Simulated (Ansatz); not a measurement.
Basis-set extrapolation for `[CH2]B(C)N` radical (PBE0-D4/def2-TZVP geometry, frozen core, Ansatz 0.2.0). Multiplicity 2, UHF reference.

```csv
,def2-TZVPP,def2-QZVPP
HF,-159.034600,-159.042288
MP2 correlation,-0.635443,-0.677981
CCSD(T) correlation,-0.705446,not run
```

Energies in hartree. Use E(X) = E(∞) + A·exp(−7.88·√X) for Hartree–Fock and E(X) = E(∞) + B·X^(−2.97) for correlation, with X = 3 and 4, and add CCSD(T) minus MP2 of the smaller set to the MP2 limit.

Problem. What is the CCSD(T) energy at the basis-set limit?

Solution. HF limit: -159.042288 + (-0.007688) × 0.13774 = -159.04335. MP2 limit: -0.677981 + (-0.042538) × 0.74074 = -0.70949. Higher-order term: -0.705446 − (-0.635443) = -0.07000. Total: -159.82284 hartree, 52.0 kcal/mol below CCSD(T)/def2-TZVPP.
